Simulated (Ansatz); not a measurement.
`C#CB(C)F` + H–F → `C#CB(F)F` + CH₄ at 500 K and 1 bar (ligand exchange at a B–C bond).

Calculated with Ansatz (gas phase, PBE0-D4/def2-TZVP geometries, no zero-point term in ΔE). CBS: MP2 limit from def2 TZ/QZ plus the TZ coupled-cluster correction, frozen cores. This one scheme is used for every species.

```json
{"species": "`C#CB(C)F`", "CCSD(T)/CBS energy (Eh)": "-241.16581", "H − E (kJ/mol)": "203.9", "S (J/(mol·K))": "384.2"}
{"species": "H–F", "CCSD(T)/CBS energy (Eh)": "-100.39570", "H − E (kJ/mol)": "39.4", "S (J/(mol·K))": "188.7"}
{"species": "`C#CB(F)F`", "CCSD(T)/CBS energy (Eh)": "-301.15247", "H − E (kJ/mol)": "108.2", "S (J/(mol·K))": "336.4"}
{"species": "CH₄", "CCSD(T)/CBS energy (Eh)": "-40.46206", "H − E (kJ/mol)": "135.6", "S (J/(mol·K))": "206.8"}
```

H − E and S are ideal-gas, rigid-rotor, harmonic terms from PBE0-D4/def2-TZVP, for one conformer and one mirror image of each species. 1 Eh = 2625.50 kJ/mol, R = 8.31446 J/(mol·K).

Problem. By hand: ΔE, ΔH, ΔS and ΔG.

Solution. ΔE = (-301.15247) + (-40.46206) − (-241.16581) − (-100.39570) = -0.05302 Eh = -139.2 kJ/mol. Δ(H − E) = 108.2 + 135.6 − 203.9 − 39.4 = 0.5, so ΔH = -138.7 kJ/mol. ΔS = 336.4 + 206.8 − 384.2 − 188.7 = -29.7 J/(mol·K). ΔG = -138.7 − 500 × (-29.7)/1000 = -123.8 kJ/mol.

Problem. By hand: the equilibrium constant, and the temperature at which ΔG would vanish if ΔH and ΔS stayed fixed.

Solution. log₁₀ K = −ΔG/(RT ln 10) = 12.9. ΔG = 0 at ΔH/ΔS = 4670 K, far beyond where these terms or the molecules hold.

ΔH outweighs TΔS. A doubt of 5 kJ/mol in ΔE shifts log₁₀ K by 0.5 here. Other conformers and mirror images would add mixing entropy, several J/(mol·K) or more a flexible species. Modes under 60 cm⁻¹, often nearly free rotors, make the harmonic entropy too high. These are equilibria of isolated gas molecules and say nothing of rates. Largest T1 diagnostic: 0.014 (customary marks: 0.02 for closed shells, 0.045 for open ones).
